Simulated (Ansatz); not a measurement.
Energy needed to pull apart GeH₃IO (SMILES [OH][GeH2][I]), closed shell, into free ground-state atoms, from the structure below (displaced at random from a GFN2-xTB minimum); no zero-point or spin–orbit terms; open-shell atoms are treated unrestricted, in their ground-state multiplicity.

```
6
angstrom
O -0.5665 -1.1904 -0.0415
Ge 0.5596 0.2771 0.0541
I -1.1795 2.1754 -0.1152
H -1.1394 -1.4270 -0.7421
H 1.1276 0.3809 -0.9166
H 1.2284 0.5249 1.5271
```

Program: Ansatz 0.2.0. Basis: def2-TZVPP. Cores are frozen in the correlated methods. Filled d shells of the heavier atoms are correlated. Core potentials replace the inner electrons of the atoms past krypton. The def2 sets are not built for correlating such inner shells, so the correlated values are less sure here.

| method | atomization energy (kcal/mol) |
| --- | --- |
| PBE-D4 | 336.5 |
| r2SCAN-D4 | ? |
| PBE0-D4 | ? |
| HSE06-D4 | 327.8 |
| CAM-B3LYP-D4 | 331.7 |
| wB97M-V | 330.4 |
| HF | 203.1 |
| MP2 | 334.4 |
| CCSD | 319.2 |
| CCSD(T) | 326.7 |

Question: What does PBE0-D4 give? (To be estimated.)

Answer: By the calculation: 327.6 kcal/mol, which is about 0.8 kcal/mol more than CCSD(T)/def2-TZVPP.

Question: What does r2SCAN-D4 give? (To be estimated.)

Answer: Computed: 335.3 kcal/mol, which is about 8.6 kcal/mol more than CCSD(T)/def2-TZVPP.

In triple zeta the MP2 and coupled-cluster atomization energies are still short of their basis limit by a few kcal/mol a bond, whereas those of the functionals are nearly converged, so these differences are not deviations from converged CCSD(T).

T1 diagnostic: at most 0.011.

For scale, one of the runs: CCSD(T)/def2-TZVPP forces, 171 basis functions (an equivalent command: `ansatz run in.yaml --threads 4`). Time: 4.3 min of wall clock on 4 CPU threads; the host was shared. Peak host memory: 3.1 GiB.
